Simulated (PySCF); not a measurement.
# Pm(III) with more and more SH

Computed with PySCF 2.14.0, PBE0, def2-SVP on the ligands, density fitting, scalar-relativistic core potentials, no spin-orbit coupling, vacuum. The metal has lcecp-1-SVP with ECP50. Each complex is relaxed within the symmetry of its template. Distances are means of the shortest metal–ligand contacts, charges and spins Mulliken's; removal energies are rigid, with the ligand's formal charge and no counterpoise, so too large; for an anion taken off a cation in vacuum most of it is the attraction of opposite charges, and multiply charged cations can part far more cheaply with an electron moved from ligand to metal. lcecp potentials hold a fixed number of 4f electrons in the core, out of states, spins and gaps.

| complex | point group | M–SH (Å) | charge on M (e) | dipole (D) | removal of one SH (eV) | strongest infrared band, degenerate modes summed (cm⁻¹) | unstable modes (below −25 cm⁻¹) |
| --- | --- | --- | --- | --- | --- | --- | --- |
| [Pm(SH)2]+ | C2, nearly C2v | 2.537 | 1.13 | – | 14.13 | 380 | 0 |
| [Pm(SH)4]− | S4 | 2.721 | 0.63 | – | 4.52 | 272 | 0 |

What does the calculation give for Pm(SH)3?

point group: C3, nearly C3h, M–SH (Å): 2.641, charge on M (e): 0.87, dipole (D): 0.56, removal of one SH (eV): 8.89, strongest infrared band, degenerate modes summed (cm⁻¹): 311, unstable modes (below −25 cm⁻¹): 0.
```xyz
7

Pm    0.0000    0.0000    0.8904
S     2.6094    0.3996    0.9804
H     2.9279   -0.9170    0.9783
S    -1.6507    2.0600    0.9804
H    -0.6699    2.9941    0.9783
S    -0.9587   -2.4596    0.9804
H    -2.2581   -2.0772    0.9783
```

The more ligands, the longer each bond and the weaker the last ligand is held.

Moved off a saddle point of the template and relaxed again: Pm(SH)3. One start shape was tried for each, so a minimum needn't be the lowest isomer.
